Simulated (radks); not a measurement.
Problem. Mg3+, configuration [He] 2s1 2p5 3p1 (not the ground configuration). Method: scalar-relativistic Kohn-Sham, r2SCAN, spin-polarised, spherical densities, finite nucleus; open shells are filled with parallel spins first; meta-GGA in the generalised Kohn-Sham scheme; Fermi nuclear charge, rms radius 3.057 fm; computed with a radial shooting solver on a logarithmic mesh with Libxc functionals. Some entries of the table are withheld. Estimate them.

orbital,occ.,eigenvalue (hartree),r(max) (bohr),<r^2> (bohr^2)
1s up,1,(1),0.08503,0.02296
1s down,1,(2),0.08506,0.02290
2s up,1,-5.58779,0.5274,0.4971
2s down,0,-5.26936,0.5322,0.5145
2p up,3,(3),(4),0.4603
2p down,2,(5),(6),0.4806
3s up,0,-1.38204,1.810,4.650
3p up,1,-1.11449,1.942,5.437
3d up,0,-0.76583,2.027,6.597

Solution. 
(1) 1s up eigenvalue (hartree): -49.70179
(2) 1s down eigenvalue (hartree): -49.56507
(3) 2p up eigenvalue (hartree): -4.34518
(4) 2p up r(max) (bohr): 0.4533
(5) 2p down eigenvalue (hartree): -4.03019
(6) 2p down r(max) (bohr): 0.4567
